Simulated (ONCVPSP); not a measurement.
**Building the ONCV potential for Rh (PBE, fully relativistic).**

Rh, optimised norm-conserving Vanderbilt (ONCV), made with ONCVPSP 4.0.1 (PBE, fully relativistic). Core [Ar] 3d10, reference 4s2 4p6 4d8 5s1. Waves: 4s+5s: rc 1.28 bohr, ncon 4, nbas 8, qcut 6 1/bohr, 2 projectors; 4p: rc 1.40 bohr, ncon 4, nbas 9, qcut 7.4 1/bohr, 1 projector; 4d: rc 1.32 bohr, ncon 3, nbas 7, qcut 10.2 1/bohr, 2 projectors, debl 3.9 Ha. Local part: polynomial inside 1.02 bohr (lpopt 5, dvloc0 4 Ha). Core correction: none.

Open shells are filled in proportion to 2j + 1.

* Cutoffs needed: 90 Ha and 111 Ha (the cutoffs (Ha) at which the residual kinetic energy of the hardest occupied pseudo-wave falls to 1 and 0.1 mHa per electron)
* Ghost test: no bound ghost flagged; GHOST(+) flagged for s at 262.3 eV
* Largest excitation error: +5.6 meV (all-electron minus pseudo) for 4s2 4p6 4d6 5s0, out of 4 test configurations
